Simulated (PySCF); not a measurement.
K2S: one-bond stretch

Method: PBE0/[S def2-TZVP, K def2-TZVP], no relativity, density fitting, PySCF.

Rigid scan from the singlet minimum (S–K 2.726 Å (×2); K–S–K 173.7°). Coordinate: the bond from S to the last atom (K) scaled, the rest fixed. Energies in kJ/mol from the minimum.

```json
{"scale of one bond": "0.92", "E (kJ/mol)": "15.4", "dipole size (D)": "1.21"}
{"scale of one bond": "0.96", "E (kJ/mol)": "3.4", "dipole size (D)": "0.96"}
{"scale of one bond": "1.00", "E (kJ/mol)": "0.0", "dipole size (D)": "0.87"}
{"scale of one bond": "1.05", "E (kJ/mol)": "4.1", "dipole size (D)": "1.04"}
{"scale of one bond": "1.12", "E (kJ/mol)": "19.2", "dipole size (D)": "1.58"}
{"scale of one bond": "1.20", "E (kJ/mol)": "43.2", "dipole size (D)": "2.30"}
{"scale of one bond": "1.35", "E (kJ/mol)": "92.7", "dipole size (D)": "3.50"}
{"scale of one bond": "1.55", "E (kJ/mol)": "151.4", "dipole size (D)": "–"}
{"scale of one bond": "1.80", "E (kJ/mol)": "204.9", "dipole size (D)": "–"}
{"scale of one bond": "2.20", "E (kJ/mol)": "252.0", "dipole size (D)": "–"}
```

At long bonds a restricted determinant can lie too high, and another spin state can fall below this curve.

Other isomers or separated fragments may lie lower.
